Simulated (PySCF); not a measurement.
B(H)(OMe)(SMe) (C2H7BOS), SMILES S(C)BOC. Atoms are numbered in the order given.

```xyz
12

B     -0.8022     0.4005     0.0000
H     -1.9253     0.8495     0.0000
O      0.2902     1.1937     0.0000
C      0.2204     2.6056     0.0000
H     -0.8230     2.9627     0.0000
H      0.7332     2.9969    -0.8933
H      0.7332     2.9969     0.8933
S     -0.6324    -1.3925     0.0000
C      1.1869    -1.6157     0.0000
H      1.6320    -1.1607     0.8948
H      1.3828    -2.6960     0.0000
H      1.6320    -1.1607    -0.8948
```

Geometry optimised at B3LYP-D3(BJ)/def2-SVP. This is a generated structure with no PubChem entry under its InChIKey; it may be hypothetical. Other conformers were not sampled.

Computed with TDA-PBE/def2-SVPD run with PySCF 2.14.0.

Vertical excitations. Gas-phase values at a fixed geometry. State labels are in the subgroup Cs.

Question: Estimate the UV-visible absorptions. (The exact figures need the calculation; the answer reports its results.)

Answer: 
```tsv
state	symmetry	energy (eV)	λ (nm)	f	main pairs
S1	A"	5.56	223	0.006	HOMO→LUMO+1 97 %
S2	A'	5.94	209	0.232	HOMO→LUMO 91 %
S3	A"	6.11	203	0.009	HOMO→LUMO+2 98 %
S4	A"	6.42	193	0.019	HOMO→LUMO+3 67 %, HOMO−1→LUMO 32 %
S5	A"	6.50	191	0.017	HOMO−1→LUMO 65 %, HOMO→LUMO+3 30 %
S6	A'	6.88	180	0.001	HOMO−1→LUMO+1 94 %
S7	A"	6.95	178	0.000	HOMO→LUMO+4 97 %
S8	A"	7.01	177	0.001	HOMO−2→LUMO 73 %, HOMO→LUMO+5 24 %
S9	A"	7.08	175	0.001	HOMO→LUMO+5 75 %, HOMO−2→LUMO 23 %
S10	A'	7.18	173	0.034	HOMO→LUMO+6 97 %
T1	A'	4.61	269	0	HOMO→LUMO 99 %
T2	A"	5.26	236	0	HOMO→LUMO+1 97 %
T3	A"	5.97	208	0	HOMO→LUMO+2 64 %, HOMO−1→LUMO 31 %
T4	A"	6.02	206	0	HOMO−1→LUMO 67 %, HOMO→LUMO+2 30 %
```
Triplets are in the Tamm–Dancoff approximation.
